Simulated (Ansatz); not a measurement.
The cluster Sn3S3 (the lowest singlet isomer of a short search), 6 atoms. Hardware: 4 threads of Arm Neoverse V1 on a shared host.

In the def2 sets Sn takes a core potential; there is no spin–orbit coupling. Correlated methods freeze 27 core orbitals; core or outer-core shells of Sn are correlated, in sets that lack core-valence functions.

Task: How many basis functions does each of these Ansatz runs have, and roughly what does it cost? CCSD(T)/def2-SVP, charge 0 quintet, energy, from earlier orbitals; PBE0-D4/def2-TZVP, charge 0 triplet, energy, from earlier orbitals; PBE-D4/def2-TZVP, charge 0 triplet, energy, from earlier orbitals; PBE-D4/def2-TZVPD, charge 0 singlet, energy, from earlier orbitals; PBE with 40 % exact exchange/def2-SVP, charge 0 triplet, energy, from earlier orbitals; HF/STO-3G, charge 0 triplet, energy; HF/def2-TZVP, charge 0 singlet, energy, from earlier orbitals; RPA@PBE/def2-TZVP, charge 0 singlet, energy, from earlier orbitals; r2SCAN-D4/def2-SVP, charge 0 singlet, frequencies; r2SCAN-D4/def2-TZVP, charge 0 singlet, energy, from earlier orbitals; MP2/def2-TZVP, charge 0 singlet, energy, from earlier orbitals; PBE-D4/def2-SVP, charge 0 singlet, energy, from earlier orbitals.

Result: Other jobs shared the machine, so times can vary by a factor of up to 3. A dash marks memory too small to be measured apart from the calling script's.

| run | functions | fitting or Cholesky vectors | wall time | peak host memory (GiB) |
| --- | --- | --- | --- | --- |
| PBE-D4/def2-SVP, charge 0 singlet, energy, from earlier orbitals | 132 | 1488 | 1.9 s | – |
| PBE with 40 % exact exchange/def2-SVP, charge 0 triplet, energy, from earlier orbitals | 132 | 1500 | 7 s | – |
| HF/STO-3G, charge 0 triplet, energy | 108 | 1388 | 7 s | 0.75 |
| PBE-D4/def2-TZVPD, charge 0 singlet, energy, from earlier orbitals | 306 | 2091 | 7.5 s | 0.75 |
| HF/def2-TZVP, charge 0 singlet, energy, from earlier orbitals | 261 | 2550 | 8.5 s | 1.4 |
| PBE-D4/def2-TZVP, charge 0 triplet, energy, from earlier orbitals | 261 | 1947 | 9 s | – |
| MP2/def2-TZVP, charge 0 singlet, energy, from earlier orbitals | 261 | 2093 | 11 s | 1 |
| r2SCAN-D4/def2-TZVP, charge 0 singlet, energy, from earlier orbitals | 261 | 1947 | 12 s | – |
| RPA@PBE/def2-TZVP, charge 0 singlet, energy, from earlier orbitals | 261 | 2093 | 15 s | 1 |
| PBE0-D4/def2-TZVP, charge 0 triplet, energy, from earlier orbitals | 261 | 2089 | 21 s | 1.4 |
| r2SCAN-D4/def2-SVP, charge 0 singlet, frequencies | 132 | 1488 | 1.7 min | – |
| CCSD(T)/def2-SVP, charge 0 quintet, energy, from earlier orbitals | 132 | 1502 | 2.8 min | 2.3 |
